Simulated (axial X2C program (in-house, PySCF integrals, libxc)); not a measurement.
**Ionising KO**

Calculated with an axial X2C code built on PySCF integrals, spin-free (one-electron X2C) or two-component (2c: spin–orbit coupling with atomic mean-field Coulomb and Gaunt terms, which also bring small scalar terms), in Dyall basis sets with cores contracted in-house; open shells are unrestricted.

Basis sets: K dyall-cv3z, O dyall-av3z. Frozen shells (counts by l): KO K 2s1p, O 1s, 15 electrons correlated; KO⁺ K 2s1p, O 1s, 14 electrons correlated. Coupled cluster in natural virtuals with an MP2 remainder. Where the outer core of a metal is frozen, bonds come out longer and ionisation energies lower.

| Hamiltonian | level | KO state | Re (Å) | ωe (cm⁻¹) | De (eV) |
| --- | --- | --- | --- | --- | --- |
| spin-free | HF | M_S = 1/2, Λ = 0 | 2.219 | 418.3 | 0.98 |
| spin-free | PBE0 | M_S = 1/2, Λ = 0 | 2.152 | 426.2 | 2.78 |
| spin-free | MP2 | M_S = 1/2, Λ = 0 | 2.178 | 422.9 | 2.81 |
| spin-free | CCSD | M_S = 1/2, Λ = 0 | 2.185 | 424.3 | 2.63 |
| spin-free | CCSD(T) | M_S = 1/2, Λ = 0 | 2.183 | 423.5 | 2.70 |
| 2c | PBE0 | Ω = 1/2 | 2.152 | 426.1 | 2.78 |

Adiabatic ionisation energy (minimum to minimum, no zero-point term) and constants of KO⁺:

```json
{"Hamiltonian": "spin-free", "level": "HF", "KO⁺ state": "M_S = 1, Λ = 0", "IE (eV)": "4.86", "Re (Å)": "3.043", "ωe (cm⁻¹)": "111.9", "De (eV)": "0.15", "fragments": "K+ + O"}
{"Hamiltonian": "spin-free", "level": "PBE0", "KO⁺ state": "M_S = 1, Λ = 0", "IE (eV)": "6.98", "Re (Å)": "2.953", "ωe (cm⁻¹)": "125.8", "De (eV)": "0.19", "fragments": "K+ + O"}
{"Hamiltonian": "spin-free", "level": "MP2", "KO⁺ state": "M_S = 1, Λ = 0", "IE (eV)": "6.94", "Re (Å)": "2.956", "ωe (cm⁻¹)": "127.2", "De (eV)": "0.18", "fragments": "K+ + O"}
{"Hamiltonian": "spin-free", "level": "CCSD", "KO⁺ state": "M_S = 1, Λ = 0", "IE (eV)": "6.72", "Re (Å)": "2.965", "ωe (cm⁻¹)": "127.1", "De (eV)": "0.20", "fragments": "K+ + O"}
{"Hamiltonian": "spin-free", "level": "CCSD(T)", "KO⁺ state": "M_S = 1, Λ = 0", "IE (eV)": "6.84", "Re (Å)": "2.957", "ωe (cm⁻¹)": "128.4", "De (eV)": "0.18", "fragments": "K+ + O"}
{"Hamiltonian": "2c", "level": "PBE0", "KO⁺ state": "Ω = 1", "IE (eV)": "6.98", "Re (Å)": "2.953", "ωe (cm⁻¹)": "125.8", "De (eV)": "0.19", "fragments": "K+ + O"}
```

Add the zero-point terms to the ionisation energy at PBE0, 2c, and say whether the electron removed was bonding.

IE0 = IE + (ωe⁺ − ωe)/2 = 6.98 + (-0.019) = 6.96 eV. Re changes by 0.801 Å, but the two determinants differ by more than one electron in one block, so no single orbital tells the change.

Close the cycle De(KO⁺) + IE(KO) = De(KO) + IE(K) to find the atomic ionisation energy at PBE0, 2c.

IE(K) = 0.19 + 6.98 − 2.78 = 4.39 eV, for the determinants used.

Each entry is the lowest single determinant of a limited PBE0 search at one distance. De goes to single-determinant-based atoms at the same level (for ions the charge split of lowest energy) and is withheld (n/a) where an atom does not fit its ground term or J level. Main or longest-lived isotopes. One determinant is a doubtful description, or other states lie close, for KO, KO⁺; these need not be ground states, and all values refer to the states named. Some open-shell Ω = 0 determinants are out of reach, so the Ω given for KO⁺ need not be the lowest component. With several unpaired electrons the Ω given is that of one determinant, not necessarily of the lowest component. Some light 2c atoms are not at their ground J level, so De misses part of their lowering (0.04 eV or less). The functionals have no current term, which raises determinants with orbital currents.
